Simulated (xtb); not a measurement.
F3OTa, charge +1, doublet, from a rough starting geometry (GFN-xTB shapes and energies of metal compounds can be far from the true ones) (the multiplicity is a formal guess); GFN2-xTB run with xtb 6.7.1.

xtb was given this input:
```
$ xtb mol.xyz --gfn 2 --chrg 1 --uhf 1 --opt vtight --json

# file mol.xyz
5

Ta     0.03850185     0.03857725    -0.02437561
O      1.05848309     0.58411100    -1.17265040
F      1.00194068    -0.95765414     1.26179769
F     -1.31269613    -1.03398766    -0.73837792
F     -0.78597421     1.38892617     0.78102533
```

The log (banner, timings and long lists left out):

```
   ID    Z sym.   atoms
    1   73 Ta     1
    2    8 O      2
    3    9 F      3-5

           -------------------------------------------------
          |                Calculation Setup                |
           -------------------------------------------------

           -------------------------------------------------
          |                 G F N 2 - x T B                 |
           -------------------------------------------------

          ...................................................
          :                      SETUP                      :
          :.................................................:
          :  # basis functions                  26          :
          :  # atomic orbitals                  25          :
          :  # shells                           11          :
          :  # electrons                        31          :
          :  max. iterations                   250          :
          :  Hamiltonian                  GFN2-xTB          :
          :  restarted?                      false          :
          :  GBSA solvation                  false          :
          :  PC potential                    false          :
          :  electronic temp.          300.0000000     K    :
          :  accuracy                    1.0000000          :
          :  -> integral cutoff          0.2500000E+02      :
          :  -> integral neglect         0.1000000E-07      :
          :  -> SCF convergence          0.1000000E-05 Eh   :
          :  -> wf. convergence          0.1000000E-03 e    :
          :  Broyden damping             0.4000000          :
          :  net charge                          1          :
          :  unpaired electrons                  1          :
          ...................................................

 iter      E             dE          RMSdq      gap      omega  full diag
   1    -19.6287405 -0.196287E+02  0.101E+01    4.27       0.0  T
   2    -19.5556227  0.731178E-01  0.879E+00    6.13       1.0  T
   3    -19.7594376 -0.203815E+00  0.665E+00    5.42       1.0  T
   4    -19.7841606 -0.247229E-01  0.393E+00    5.63       1.0  T
   5    -19.5691014  0.215059E+00  0.593E+00    5.74       1.0  T
   6    -19.7738736 -0.204772E+00  0.249E+00    5.84       1.0  T
   7    -19.7935289 -0.196553E-01  0.154E+00    5.81       1.0  T
   8    -19.7992756 -0.574672E-02  0.101E+00    5.93       1.0  T
   9    -19.8006942 -0.141860E-02  0.104E+00    5.94       1.0  T
[...]
         :: total energy             -19.751469646001 Eh    ::
 * total energy  :   -19.7514696 Eh     change       -0.2632206E-10 Eh
 * total energy  :   -19.7601121 Eh     change       -0.8642473E-02 Eh
 * total energy  :   -19.7626624 Eh     change       -0.2550324E-02 Eh
 * total energy  :   -19.7640415 Eh     change       -0.1379095E-02 Eh
 * total energy  :   -19.7641101 Eh     change       -0.6855171E-04 Eh
 * total energy  :   -19.7641456 Eh     change       -0.3546044E-04 Eh
 * total energy  :   -19.7641515 Eh     change       -0.5998518E-05 Eh
 * total energy  :   -19.7641541 Eh     change       -0.2538815E-05 Eh
 * total energy  :   -19.7641542 Eh     change       -0.1409725E-06 Eh
 * total energy  :   -19.7641543 Eh     change       -0.4350448E-07 Eh
   *** GEOMETRY OPTIMIZATION CONVERGED AFTER 10 ITERATIONS ***
         :: total energy             -19.764154272139 Eh    ::
[...]
        24                          0.2778537               7.5608
        25                          0.2778919               7.5618
      -------------------------------------------------------------
                  HL-Gap            0.2212187 Eh            6.0197 eV
             Fermi-level           -0.7267050 Eh          -19.7746 eV

     #   Z          covCN         q      C6AA      α(0)
     1  73 Ta       2.701     1.756   222.849    32.600
     2   8 O        0.722    -0.164    17.527     5.610
     3   9 F        0.660    -0.197    11.231     3.956
     4   9 F        0.660    -0.197    11.231     3.956
     5   9 F        0.660    -0.198    11.232     3.956

 Mol. C6AA /au·bohr⁶  :        809.477003
 Mol. C8AA /au·bohr⁸  :      65103.471705
 Mol. α(0) /au        :         50.077058

Wiberg/Mayer (AO) data.
largest (>0.10) Wiberg bond orders for each atom

 ---------------------------------------------------------------------------
     #   Z sym  total        # sym  WBO       # sym  WBO       # sym  WBO
 ---------------------------------------------------------------------------
     1  73 Ta   4.892 --     2 O    1.442     5 F    1.150     3 F    1.150
                             4 F    1.150
     2   8 O    1.677 --     1 Ta   1.442
     3   9 F    1.321 --     1 Ta   1.150
     4   9 F    1.321 --     1 Ta   1.150
     5   9 F    1.321 --     1 Ta   1.150
 ---------------------------------------------------------------------------

Topologies differ in total number of bonds
Writing topology from bond orders to xtbtopo.mol

molecular dipole:
                 x           y           z       tot (Debye)
 q only:        0.078       0.049      -0.049
   full:       -0.196      -0.097       0.266       0.876
molecular quadrupole (traceless):
                xx          xy          yy          xz          yz          zz
 q only:        0.031       0.122      -0.128      -0.255      -0.138       0.098
  q+dip:       -0.003       0.026      -0.042      -0.072      -0.036       0.045
   full:       -0.058      -0.204       0.209       0.424       0.228      -0.151

optimized geometry written to: xtbopt.xyz

           -------------------------------------------------
          | TOTAL ENERGY              -19.764154272139 Eh   |
          | GRADIENT NORM               0.000070379651 Eh/α |
          | HOMO-LUMO GAP               6.019667495450 eV   |
           -------------------------------------------------

normal termination of xtb
```
